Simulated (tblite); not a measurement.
Compound: C9H9 (doublet state).
Geometry (GFN2-xTB, Å), atoms numbered from 1 in this order:
```xyz
18
C9H9 angstrom
C      3.0959   -1.3126   -1.0067
C      2.2865   -0.8200   -0.2732
C      1.3011   -0.2314    0.5824
C     -0.0721    0.0337    0.0540
C     -1.2499   -0.5375   -0.4084
C     -1.4184   -1.8853   -0.4274
C     -2.3210    0.4041   -0.8874
C      0.7379    1.1295    0.2675
C      0.9745    2.4381    0.2519
H      3.8161   -1.7406   -1.6375
H      1.4145   -0.5112    1.6293
H     -2.3279   -2.3336   -0.7848
H     -0.6386   -2.5474   -0.0949
H     -1.9845    0.9232   -1.7840
H     -2.5324    1.1547   -0.1281
H     -3.2346   -0.1366   -1.1181
H      0.2149    3.1382   -0.0547
H      1.9293    2.8410    0.5438
```

Level: GFN2-xTB in tblite, geometry and Hessian alike; calculated harmonic values, unscaled, isolated species. The method is semi-empirical: single wavenumbers can be off by several per cent or more. One conformer, not necessarily the lowest. Open shells enter through the occupations alone, without spin polarisation, and single modes of such species can be off by tens of per cent.

Harmonic wavenumbers (cm⁻¹): 57.3, 65.0, 77.7, 117.3, 124.9, 206.1, 281.3, 325.0, 342.3, 411.0, 455.7, 489.9, 547.7, 567.1, 628.3, 648.4, 661.4, 707.3, 805.5, 809.7, 841.5, 932.8, 940.4, 970.8, 1011.8, 1030.2, 1034.8, 1142.9, 1185.7, 1257.2, 1373.5, 1398.3, 1402.6, 1474.8, 1480.7, 1522.5, 1537.1, 1780.2, 2278.2, 2948.2, 3014.1, 3029.5, 3051.1, 3088.8, 3116.2, 3116.9, 3150.3, 3396.5.

A = 2149, B = 1300, C = 888.9 MHz; mass 117.070 u (most abundant isotopes); point group C1, symmetry number 1; spin multiplicity 2.

Task: Zero-point energy?

Result: Half the sum of the wavenumbers: 30418 cm⁻¹ = 86.97 kcal/mol.

Task: Give the ideal-gas entropy at 298.15 K and 1 bar in the rigid-rotor, harmonic-oscillator model (classical rotation).

Result: Translation 40.21, rotation 29.25, vibration 31.34, spin (R ln 2) 1.38: S = 102.2 cal/(mol K).

Task: And Cp and H(298.15 K) − H(0)?

Result: Cp = 39.93 cal/(mol K), of which vibrations give 31.98 (their classical limit is 48 R = 95.4); H(298.15 K) − H(0) = 7.25 kcal/mol without the zero-point energy, 4.88 from vibrations.

Task: How do the functions run with temperature in this model?

Result: 
```csv
T (K),S (cal/(mol K)),Cp (cal/(mol K)),H − H(0) (kcal/mol),G − H(0) (kcal/mol),ln q(vib)
150,80.6,24.5,2.47,-9.62,3.39
250,95.6,35.0,5.44,-18.45,6.20
400,115.3,49.2,11.80,-34.30,10.32
600,138.0,62.8,23.10,-59.68,15.61
900,166.1,75.6,44.02,-105.44,22.89
```

q(vib) and H(0) count from the zero-point level.

Task: What must be added to the electronic energy to get the Gibbs energy at 298.15 K and 1 bar?

Result: ZPE + [H(298.15 K) − H(0)] − T·S = 86.97 + 7.25 − 30.47 = 63.75 kcal/mol.

Hindered rotation and anharmonicity are outside this model. Other conformers, if any are populated, would add a mixing term that is left out. The structure is chiral; the term R ln 2 for an equal mix with its mirror image is left out.
